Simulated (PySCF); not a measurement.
# Working with the constants of CaAl⁺

RHF-CCSD(T) constants of CaAl⁺, ¹Σ⁺ (singlet), closed shell (PySCF, no relativity, basis sets Ca pcseg-1, Al pcseg-1; masses 39.9626 and 26.9815 u):

- ωe: 160.7 cm⁻¹
- ωexe: 0.726 cm⁻¹
- Be: 0.083986 cm⁻¹
- αe: 0.000521 cm⁻¹
- D (centrifugal): 9.18e-08 cm⁻¹
- De to Ca + Al⁺: 1.23 eV

(1) Give the vibrational terms G(v) and spacings up to v = 6.

(2) How well does the Morse estimate ωe²/(4ωexe) reproduce De, and what is D0?

Correlated steps freeze 10 core orbitals. Correlated levels converge slowly with the basis: in double zeta they bind strong bonds too weakly, by up to about 1 eV, and carry superposition errors of some tenths. For an ion De counts to the pair picked by the measured ionisation energies or electron affinities, which need not be the lowest pair at this level.

## Answers

(1) G(v) = ωe(v+½) − ωexe(v+½)².

```json
{"v": "0", "G(v) (cm⁻¹)": "80.2", "G(v) − G(v−1)": "", "Bv (cm⁻¹)": "0.08373"}
{"v": "1", "G(v) (cm⁻¹)": "239.4", "G(v) − G(v−1)": "159.2", "Bv (cm⁻¹)": "0.08320"}
{"v": "2", "G(v) (cm⁻¹)": "397.2", "G(v) − G(v−1)": "157.8", "Bv (cm⁻¹)": "0.08268"}
{"v": "3", "G(v) (cm⁻¹)": "553.6", "G(v) − G(v−1)": "156.3", "Bv (cm⁻¹)": "0.08216"}
{"v": "4", "G(v) (cm⁻¹)": "708.4", "G(v) − G(v−1)": "154.9", "Bv (cm⁻¹)": "0.08164"}
{"v": "5", "G(v) (cm⁻¹)": "861.9", "G(v) − G(v−1)": "153.4", "Bv (cm⁻¹)": "0.08112"}
{"v": "6", "G(v) (cm⁻¹)": "1013.9", "G(v) − G(v−1)": "152.0", "Bv (cm⁻¹)": "0.08060"}
```

(2) It gives 1.10 eV, 90 % of the computed De. D0 = De − G(0) = 1.23 − 0.01 = 1.22 eV.
